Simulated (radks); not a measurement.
Task: These are the eigenvalues of the occupied orbitals of an atom or ion with whole-number occupations (hartree). All-electron calculation, scalar-relativistic Kohn-Sham, LB94 model potential, spin-polarised, spherical densities, finite nucleus; Fermi nuclear charge, rms radius of each element as measured or else 0.836 A^(1/3) + 0.57 fm. Program: a radial shooting solver on a logarithmic mesh with Libxc functionals.

orbital  eigenvalue
1s down   -2610.379
1s up     -2610.370
2s up     -491.6711
2s down   -491.6128
2p up     -436.4089
2p down   -436.3730
3s up     -150.3854
3s down   -150.3534
3p up     -133.9776
3p down   -133.9383
3d up     -115.3011
3d down   -115.1968
4s up     -64.32781
4s down   -64.05544
4p up     -58.42425
4p down   -58.13948
4d up     -51.24842

Which element is it, and in what charge state? The configuration may be excited. Open shells, if any, are filled with parallel spins first.

Result: Z = 74, tungsten, charge +33: W33+ in [Kr] 4d5. The list shows which subshells hold electrons but not how many an open one holds; the 1s level, -2610.4 hartree, gives Z - s = 72.3 by -(Z - s)^2/2, which with screening and relativity narrows Z to a few neighbours, and the depths of the outer levels then fix element, charge and occupations together.
